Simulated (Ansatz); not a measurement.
Stepwise reaction of `CO[SiH](F)OC` with hydrogen sulfide, as a gas-phase model of exchange steps in deposition or etching. ΔE in kJ/mol.

Computed with Ansatz on PBE0-D4/def2-TZVP structures; ΔE is electronic, products minus reactants. CCSD(T)/CBS adds triple-zeta CCSD(T) − MP2 to the extrapolated MP2 energy (def2 sets, frozen cores). This one scheme is used for every species. DFT in def2-TZVPP. B3LYP here is the variant with VWN-RPA as its local correlation; programs differ in this. Each species was taken in one conformer, which may not be the lowest.

| step | reaction | PBE-D4 | B3LYP-D4 | ωB97M-V | CCSD(T)/CBS |
| --- | --- | --- | --- | --- | --- |
| 1 | `CO[SiH](F)OC` + H₂S → `CO[SiH](F)S` + CH₃OH | 45.7 | 62.1 | 59.6 | 59.5 |
| 2 | `CO[SiH](F)S` + H₂S → `F[SiH](S)S` + CH₃OH | 35.8 | 51.8 | 51.0 | 50.0 |

Q: By hand: ΔE of the 2 steps together at CCSD(T)/CBS.

A: (59.5) + (50.0) = 109.5 kJ/mol, or 54.8 kJ/mol a step.

In ΔE each step is lower than the one before. All are uphill at CCSD(T)/CBS. PBE-D4 differs from CCSD(T)/CBS by -14.2 to -13.8 kJ/mol a step. Isolated molecules leave out the surface, adducts and barriers. Largest T1 diagnostic: 0.012.
